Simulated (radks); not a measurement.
Ta XXVIII, configuration [Kr] 4d10.

All-electron calculation, Dirac Kohn-Sham, LB94 model potential, spin-unpolarised, spherical densities, finite nucleus; Fermi nuclear charge, rms radius 5.3507 fm. Program: a radial shooting solver on a logarithmic mesh with Libxc functionals.

Energy parts (Ry):
part                   energy
kinetic            34471.3883
electron-nucleus  -73119.0194
Hartree             8625.1917
(The LB94 potential has no energy functional, so no total or exchange-correlation energy is given.)

Orbitals (lengths in bohr, moments of r in powers of bohr):
[
 {"orbital": "1s1/2", "occ.": "2", "eigenvalue (Ry)": "-5028.188", "<r^2>": "0.0004776", "<r^4>": "6.174e-07", "<r>": "0.01864"},
 {"orbital": "2s1/2", "occ.": "2", "eigenvalue (Ry)": "-921.4226", "<r^2>": "0.007299", "<r^4>": "0.00009290", "<r>": "0.07825"},
 {"orbital": "2p1/2", "occ.": "2", "eigenvalue (Ry)": "-884.3530", "<r^2>": "0.005213", "<r^4>": "0.00005598", "<r>": "0.06474"},
 {"orbital": "2p3/2", "occ.": "4", "eigenvalue (Ry)": "-790.3240", "<r^2>": "0.006417", "<r^4>": "0.00008075", "<r>": "0.07261"},
 {"orbital": "3s1/2", "occ.": "2", "eigenvalue (Ry)": "-265.1635", "<r^2>": "0.04738", "<r^4>": "0.003373", "<r>": "0.2034"},
 {"orbital": "3p1/2", "occ.": "2", "eigenvalue (Ry)": "-248.5566", "<r^2>": "0.04348", "<r^4>": "0.002976", "<r>": "0.1933"},
 {"orbital": "3p3/2", "occ.": "4", "eigenvalue (Ry)": "-228.2139", "<r^2>": "0.04986", "<r^4>": "0.003868", "<r>": "0.2075"},
 {"orbital": "3d3/2", "occ.": "4", "eigenvalue (Ry)": "-199.9739", "<r^2>": "0.03874", "<r^4>": "0.002631", "<r>": "0.1818"},
 {"orbital": "3d5/2", "occ.": "6", "eigenvalue (Ry)": "-195.5473", "<r^2>": "0.04049", "<r^4>": "0.002848", "<r>": "0.1862"},
 {"orbital": "4s1/2", "occ.": "2", "eigenvalue (Ry)": "-103.1660", "<r^2>": "0.2122", "<r^4>": "0.06350", "<r>": "0.4342"},
 {"orbital": "4p1/2", "occ.": "2", "eigenvalue (Ry)": "-96.20399", "<r^2>": "0.2138", "<r^4>": "0.06572", "<r>": "0.4343"},
 {"orbital": "4p3/2", "occ.": "4", "eigenvalue (Ry)": "-90.68312", "<r^2>": "0.2391", "<r^4>": "0.08159", "<r>": "0.4598"},
 {"orbital": "4d3/2", "occ.": "4", "eigenvalue (Ry)": "-79.15208", "<r^2>": "0.2391", "<r^4>": "0.08533", "<r>": "0.4568"},
 {"orbital": "4d5/2", "occ.": "6", "eigenvalue (Ry)": "-78.01948", "<r^2>": "0.2467", "<r^4>": "0.09057", "<r>": "0.4643"},
 {"orbital": "5s1/2", "occ.": "0", "eigenvalue (Ry)": "-54.45248", "<r^2>": "0.6985", "<r^4>": "0.6555", "<r>": "0.7914"},
 {"orbital": "5p1/2", "occ.": "0", "eigenvalue (Ry)": "-51.39102", "<r^2>": "0.7273", "<r^4>": "0.7164", "<r>": "0.8060"},
 {"orbital": "5p3/2", "occ.": "0", "eigenvalue (Ry)": "-49.32000", "<r^2>": "0.7890", "<r^4>": "0.8410", "<r>": "0.8396"}
]

The highest occupied level is 4d5/2 at -1061.5 eV. For comparison, the ionisation energy in NIST's Atomic Spectra Database is 1064 eV (theoretical). In exact Kohn-Sham theory the highest level is minus the ionisation energy, but local and semilocal functionals leave it too shallow, through self-interaction and a potential that decays too fast; potentials with the right tail come closer. The density falls to 0.001 e/bohr^3 at r = 1.27 bohr. Summed over all electrons, <r^2> = 5.076 bohr^2, which gives a Langevin (diamagnetic) susceptibility term of -4.02 x 10^-6 cm^3/mol.
